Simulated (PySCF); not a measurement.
## Correlation energy of S⁴⁺ (sulfur, charge +4)

Starting occupation: [Ne] 3s2. All numbers are calculated (PySCF 2.14, X2C-1e with screened-nucleus spin-orbit coupling, Gaussian nucleus, in an uncontracted even-tempered set (20 s from 0.033 bohr⁻², ratio 2.6; 14 p from 0.043 bohr⁻², ratio 2.6; 8 d from 0.044 bohr⁻², ratio 2.8; 5 f from 1.4 bohr⁻², ratio 2.8)). Frozen: 1s2; 10 electrons correlated; the 50 highest virtual spinors left out.

MP2 pair energies summed by pair of shells (mhartree):

```
       pair  energy  share (%)
2p1/2-2p3/2  -93.10       26.3
2p3/2-2p3/2  -88.58       25.1
2p3/2-2s1/2  -41.46       11.7
3s1/2-3s1/2  -39.71       11.2
2p3/2-3s1/2  -22.97        6.5
2p1/2-2p1/2  -21.07        6.0
2p1/2-2s1/2  -20.77        5.9
2p1/2-3s1/2  -11.38        3.2
2s1/2-2s1/2  -10.01        2.8
2s1/2-3s1/2   -4.35        1.2
```

Total MP2 correlation energy: -353.40 mhartree.

The virtual space was cut to 74 spinors, which keep -309.48 of the -353.40 mhartree of MP2 correlation.

```tsv
level	correlation energy (mhartree)
CCSD	-325.78
(T)	-2.44
CCSD(T)	-328.22
```

Diagnostics: T1 = 0.0027, largest double amplitude 0.105.

Q: Is a single reference adequate?

A: Mostly. T1 lies below 0.03, but a double amplitude of this size points to a near-degeneracy that CCSD handles and MP2 describes poorly.

The coupled-cluster values are those of the cut space; adding the MP2 remainder, -43.92 mhartree, estimates the full space.
